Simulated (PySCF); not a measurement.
In(OH)2(SeH) (H3InO2Se), SMILES [OH][In]([OH])[SeH]. Atoms are numbered in the order given.

```xyz
7

In    -0.0040    -0.6685     0.0000
O     -1.7211    -1.6989     0.0000
H     -1.5715    -2.6550     0.0000
O      1.8000    -1.5453     0.0000
H      1.7397    -2.5111     0.0000
Se    -0.0593     1.8246     0.0000
H      1.4139     1.8390     0.0000
```

The structure is a stationary point at r2SCAN-D4/def2-SVP. The structure was generated by enumeration; whether it is a known compound was not checked. The def2 effective core potentials stand for the cores of In; spin–orbit coupling is left out. Other conformers were not sampled.

Computed with IEF-PCM-PBE0/def2-SVP (PySCF 2.14.0).

The values are the electrostatic part of the solvation free energy, E(continuum) − E(gas) at the gas-phase geometry, in a cavity of scaled van der Waals radii (PySCF's table); cavitation and dispersion terms are not included. A continuum can't describe solvent molecules that bind to the metal. In vacuum the orbital gap is 5.45 eV. The dipole moment in vacuum is 2.07 D.

```tsv
solvent	ε	ΔG(elec) (kcal/mol)	dipole (D)	gap (eV)
water	78.36	-11.9	2.84	5.69
chlorobenzene	5.70	(withheld)	(withheld)	(withheld)
diethylether	4.24	-7.9	2.55	5.60
```

### Question
Some entries are withheld; supply them. (The exact figures need the calculation; the answer reports its results.)

### Answer

- chlorobenzene, ΔG(elec) (kcal/mol): -8.9
- chlorobenzene, dipole (D): 2.61
- chlorobenzene, gap (eV): 5.62
